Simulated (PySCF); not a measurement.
Input for PySCF: D3(BJ) and D4 dispersion corrections on H5NPbSi (SMILES [NH2][Pb][SiH3]), a point of a torsion scan.

```python
from pyscf import gto
from pyscf.dispersion import dftd3, dftd4

mol = gto.M(
    atom='''
    N     2.00369736   -0.13256608    0.14795186
    Pb    0.56292787   -0.12420898    1.71431594
    Si   -1.47096264    0.06687081    0.00464490
    H     1.82768033   -0.08470937   -0.84207635
    H     3.00277421   -0.18721146    0.26596435
    H    -1.18695051   -0.33750798   -1.37412398
    H    -2.66380749   -0.72582817    0.33919889
    H    -2.03709130    1.41306071   -0.15969288
    ''',
    basis='def2-svp',
    charge=0, spin=0, verbose=0, max_memory=1800)
d3, d4 = {}, {}
for xc in ['hf', 'pbe', 'blyp', 'revpbe', 'tpss', 'r2scan', 'b3lyp', 'pbe0', 'bhlyp', 'camb3lyp', 'b2plyp']:
    d3[xc] = float(dftd3.DFTD3Dispersion(mol, xc=xc, version='d3bj', atm=False).get_dispersion()['energy'])
    print(f'D3(BJ) {xc:10s} {d3[xc]:14.8f} Eh')
for xc in ['hf', 'pbe', 'blyp', 'revpbe', 'tpss', 'r2scan', 'b3lyp', 'pbe0', 'bhlyp', 'camb3lyp', 'b2plyp']:
    d4[xc] = float(dftd4.DFTD4Dispersion(mol, xc={'camb3lyp': 'cam-b3lyp'}.get(xc, xc), atm=True).get_dispersion()['energy'])
    print(f'D4     {xc:10s} {d4[xc]:14.8f} Eh')
```

Output:

```
D3(BJ) hf            -0.04815777 Eh
D3(BJ) pbe           -0.00600907 Eh
D3(BJ) blyp          -0.01397933 Eh
D3(BJ) revpbe        -0.01397190 Eh
D3(BJ) tpss          -0.00798479 Eh
D3(BJ) r2scan        -0.00169168 Eh
D3(BJ) b3lyp         -0.01176428 Eh
D3(BJ) pbe0          -0.00563785 Eh
D3(BJ) bhlyp         -0.01063641 Eh
D3(BJ) camb3lyp      -0.00588752 Eh
D3(BJ) b2plyp        -0.00630243 Eh
D4     hf            -0.01965136 Eh
D4     pbe           -0.00623705 Eh
D4     blyp          -0.01322143 Eh
D4     revpbe        -0.01572617 Eh
D4     tpss          -0.00832270 Eh
D4     r2scan        -0.00139992 Eh
D4     b3lyp         -0.01022589 Eh
D4     pbe0          -0.00533384 Eh
D4     bhlyp         -0.00947116 Eh
D4     camb3lyp      -0.00557096 Eh
D4     b2plyp        -0.00430676 Eh
```

The run finished.

Cost: about 0.03 core-seconds (a rough figure).
